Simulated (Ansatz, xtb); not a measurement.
**Two isomers of C5H5ClO**

We compare I, `Cc1occc1Cl`, a singlet, with II, `Cc1ccc(Cl)o1`, a singlet. Both are isolated molecules in the gas phase, relaxed with PBE0-D3(BJ)/def2-SVP.

Energies in hartree; the thermal terms are from GFN2-xTB frequencies at re-optimised GFN2-xTB minima (ideal gas, soft modes damped towards free rotors, one conformer each, 298.15 K, 1 atm) and include the zero-point energy:

|  | I | II |
| --- | --- | --- |
| E, CCSD(T)/def2-SVP | −727.296067 | −727.294943 |
| E, MP2/def2-SVP | −727.213638 | −727.212812 |
| E, MP2/def2-TZVPP | −727.919265 | −727.919070 |
| zero-point energy | 0.086184 | 0.086176 |
| H(298 K) − E | 0.093874 | 0.093857 |
| G(298 K) − E | 0.054695 | 0.054707 |

Question: Correct the CCSD(T) difference for the basis set by the MP2 change, then work out ΔE, ΔE₀, ΔH and ΔG for I → II in kcal/mol (1 Eh = 627.51 kcal/mol) and the equilibrium ratio [II]/[I].

Answer: 1. Differences II − I: CCSD(T) +0.001124, MP2 in the small set +0.000826, MP2 in the large set +0.000195 Eh.
2. ΔE = +0.001124 + (+0.000195 − (+0.000826)) = +0.000493 Eh = +0.31 kcal/mol.
3. ΔE₀ = ΔE + ΔZPE = +0.000493 + (−0.000008) Eh = +0.30 kcal/mol.
4. ΔH = ΔE + (−0.000017) Eh = +0.30 kcal/mol.
5. ΔG = ΔE + (+0.000012) Eh = +0.32 kcal/mol, so ΔS = (ΔH − ΔG)/T = −0.3 J/(mol K).
6. kT = 0.9442 mEh, so K = [II]/[I] = exp(−ΔG/kT) = exp(−0.53) ≈ 0.59.

The two are too close for this level to say which is favoured. An error of 1 kcal/mol in ΔG would change K by a factor of 5.4. Mirror images and further conformers aren't counted.

As drawn, both hold the same kinds of bond in the same numbers.

Other levels gave ΔE = +0.9 (GFN2-xTB); +0.4 (HF/STO-3G, GFN2-xTB geometries); −0.4 (r2SCAN-D4/def2-SVP, GFN2-xTB geometries); +0.6 (PBE0-D3(BJ)/def2-SVP); +0.7 (HF/def2-SVP); +0.5 (MP2/def2-SVP); +0.7 (CCSD(T)/def2-SVP) kcal/mol. The correlated steps freeze 11 core orbitals. Programs: Ansatz 0.2.0, xtb 6.7.1.
